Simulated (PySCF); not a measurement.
Metal hydrosulfide, HKS.
Structure used (PBE0-D3(BJ)/def2-TZVP), in Å, numbered top down from 1:
```
atom  x, y, z in Å
S1    -0.2770    0.6127   -0.7213
K2     1.2813   -0.1326    1.5098
H3    -0.9958   -0.5200   -0.8028
```

Level: wB97X-D/pcSseg-2 in PySCF, non-relativistic, on one gas-phase PBE0-D3(BJ)/def2-TZVP geometry that isn't relaxed in the solvent. The solvent is an IEF-PCM continuum (Bondi radii, 1.10 Å for H, scaled by 1.2). The model holds no explicit solvent molecules, cavitation or dispersion.

Gas phase at wB97X-D/pcSseg-2: HOMO -6.57 eV, LUMO -0.10 eV, dipole 10.55 D.

Problem. What does the continuum do to the energy, the frontier levels and the dipole at wB97X-D/pcSseg-2 in chloroform?

Solution. 
```tsv
solvent	ε	E(solvent) − E(gas) (kJ/mol)	polarisation term (kJ/mol)	distortion of the solute (kJ/mol)	HOMO (eV)	LUMO (eV)	dipole (D)
chloroform	4.711	-59.08	-66.64	7.56	-7.55	0.37	11.88
```

Polarisation term: ½ Σ q·V over the induced surface charges. Distortion: the rise of the solute's own energy as its density leaves the gas-phase optimum.

Problem. Which radius a makes the point-dipole formula ΔE = −[(ε − 1)/(2ε + 1)]·μ²/a³ give the value in chloroform, with the gas-phase dipole?

Solution. μ = 4.149 au and |ΔE| = 0.02250 Eh give a = 3.43 Å; the farthest nucleus lies 1.99 Å from the centroid of the nuclei. The formula assumes a rigid point dipole at the centre of a sphere.

Problem. Give the dipole vector in the frame of the coordinates (D, pointing from negative to positive charge), gas and chloroform.

Solution. Gas (5.58, -3.22, 8.35), solvent (6.20, -3.80, 9.40). Its length changes by +13 % and its direction by less than 1°.

Note: wB97X-D ran without an empirical dispersion term, which enters the total energy and its gradient alone.
